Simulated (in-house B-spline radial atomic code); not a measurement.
Results of a calculation; reference values are marked as such.
# Stopping and range of 10 keV Sb in Si

The pair potential comes from two frozen, spherical free-atom densities (PBE, B-spline radial code, scalar-relativistic past argon): electrostatics plus the change in Thomas-Fermi kinetic and Dirac exchange energy where they overlap, the recipe behind the universal ZBL potential, which averages such potentials (from solid-state densities) over many pairs. It is written V = (Z1 Z2 e²/r) φ(r/a), with e² = 14.3996 eV·Å and a = 0.46850 Å/(Z1^0.23 + Z2^0.23); ZBL's fit is φ = 0.18175 e^(−3.1998x) + 0.50986 e^(−0.94229x) + 0.28022 e^(−0.4029x) + 0.02817 e^(−0.20162x). Where φ falls below 4e-4 it is continued as an exponential.

The target is taken as amorphous, with density 2.329 g/cm³ (NSM archive of the Ioffe Institute); channelling is ignored. Masses: Sb 121.76, Si 28.09 u. Nuclear stopping is S_n = 4π a Z1 Z2 e² M1/(M1 + M2) × s_n(ε), with s_n integrated over impact parameters for each pair. Electronic stopping is Lindhard and Scharff's S_e = Z1^(1/6) 8π e² a0 Z1 Z2/(Z1^(2/3) + Z2^(2/3))^(3/2) × v/v0, with a0 = 0.529177 Å and v = v0 at 24.801 keV/u; it misses the oscillations with Z1 seen in experiment, which reach tens of per cent. Compounds add by atom fraction.

| target atom | a (Å) | ε at this energy | s_n, this pair | s_n, ZBL potential |
| --- | --- | --- | --- | --- |
| Si | 0.10882 | 0.01984 | 0.2183 | 0.2099 |

(1) What are the atom density and the stopping powers at entry?

Along the track:

| E (keV) | N S_n (eV/nm) | N S_e (eV/nm) |
| --- | --- | --- |
| 0.5 | 330 | 19.6 |
| 1.5 | 572 | 33.9 |
| 3 | 784 | 47.9 |
| 5 | 970 | 61.8 |
| 7.5 | 1130 | 75.7 |
| 10 | 1250 | 87.5 |

(2) Estimate the path length and the projected range.

Answers

(1) N = 2.329 × 0.602214/28.09 = 0.04993 atoms/Å³. For Si: S_n = 11420 × 0.2183 = 2494 eV·Å², S_e = 1.7515 × √10000 = 175.1 eV·Å². Averaged over the target's atoms and times N × 10 Å/nm, the ion loses N S_n = 1250 eV/nm to recoils and N S_e = 87.5 eV/nm to electrons; the nuclear share is 93 %.

(2) With continuous slowing down the path is the integral of dE/(N (S_n + S_e)). Trapezoids over the table give 10.8 nm, and the stretch below the first row, with stopping taken as √E, adds 2E/(N S) = 2.9 nm: 13.7 nm in all, against 13.5 nm on a fine grid from 5 eV. Deflections shorten the depth: to first order in the energy passed on, N (S_n + S_e) dR_p/dE = 1 − N S_n (M2/M1) R_p/(2E), summed over the target's atoms, and integrating this on the fine grid gives R_p = 11.2 nm, 0.83 of the path. Lindhard's rule of thumb R/(1 + M2/3M1), with mean M2/M1 = 0.23, gives 12.5 nm. On the ZBL potential the same equation gives 11.6 nm, and the full integral equation, which keeps hard collisions, 11.7 nm.
